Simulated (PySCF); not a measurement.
This PySCF input asks for the NMR shieldings of `C(=C)CC#C[B@H-](C)[N+]#CC`, C₈H₁₂BN; the geometry comes from GFN2-xTB.

```python
import basis_set_exchange as bse
import numpy as np
from pyscf import gto, dft
from pyscf.prop import nmr

atoms = """
C    -2.764201    1.950914    1.995949
C    -2.301426    0.719273    2.096771
C    -2.640003   -0.391288    1.149225
C    -1.433836   -0.832019    0.457354
C    -0.429156   -1.193229   -0.095434
B     0.879519   -1.629308   -0.822308
C     1.939167   -2.389983    0.165967
N     1.500111   -0.328286   -1.187538
C     1.914535    0.728673   -1.359538
C     2.419161    2.048104   -1.581178
H    -3.451946    2.236520    1.215572
H    -2.484328    2.727912    2.688116
H    -1.605136    0.455290    2.882893
H    -3.382563   -0.055741    0.418573
H    -3.055995   -1.238670    1.706256
H     0.683443   -2.207456   -1.847255
H     1.527170   -3.345390    0.479179
H     2.148209   -1.813368    1.065272
H     2.886943   -2.587179   -0.332294
H     3.418695    2.138585   -1.156021
H     2.462770    2.254992   -2.650487
H     1.758458    2.771037   -1.102280
"""
names = dict.fromkeys(["C", "B", "N", "H"], "pcSseg-1")
basis = {el: gto.basis.parse(bse.get_basis(n, elements=[el], fmt="nwchem")) for el, n in names.items()}
mol = gto.M(atom=atoms, basis=basis, charge=0, verbose=0)
mf = dft.RKS(mol, xc="PBE0")
mf.grids.level = 2
mf.grids.alignment = dft.numint.BLKSIZE   # the property module wants whole blocks of grid points
mf.conv_tol = 1e-9
mf.kernel()

calc = nmr.RKS(mf)   # GIAO
C = mf.mo_coeff
Co = C[:, mf.mo_occ > 0]
resp = mf.gen_response(singlet=True, hermi=2)
def vind(x):   # induced exchange potential for any number of trial vectors
    d = np.einsum("pi,xij,qj->xpq", C, 2 * x.reshape(-1, C.shape[1], Co.shape[1]), Co, optimize=True)
    return np.einsum("xpq,pi,qj->xij", resp(d - d.transpose(0, 2, 1)), C, Co, optimize=True).ravel()
mo1, _ = nmr.rhf.solve_mo1(calc, with_cphf=vind)
sigma = calc.kernel(mo1)
for i, s in enumerate(sigma):   # ppm
    print("%2d %-2s %9.2f" % (i, mol.atom_pure_symbol(i), np.trace(s) / 3))
```

Q: Give the expected output.

A: 
```
 0 C      68.45
 1 C      39.52
 2 C     156.73
 3 C      89.69
 4 C      82.77
 5 B     134.41
 6 C     178.57
 7 N      29.79
 8 C      69.03
 9 C     185.00
10 H      26.53
11 H      26.64
12 H      25.48
13 H      28.80
14 H      28.49
15 H      29.36
16 H      31.46
17 H      31.81
18 H      31.83
19 H      29.38
20 H      29.38
21 H      29.27
```

These numbers come from an equivalent density-fitted implementation of the same equations, which agrees with the script to about 0.01 ppm for H and up to a few tenths of a ppm for heavy atoms, so last digits may differ.

Size and cost of the density-fitted run: 230 basis functions, 72 s wall time on 1 thread of an Arm Neoverse V1, shared host; peak memory 1 GiB.
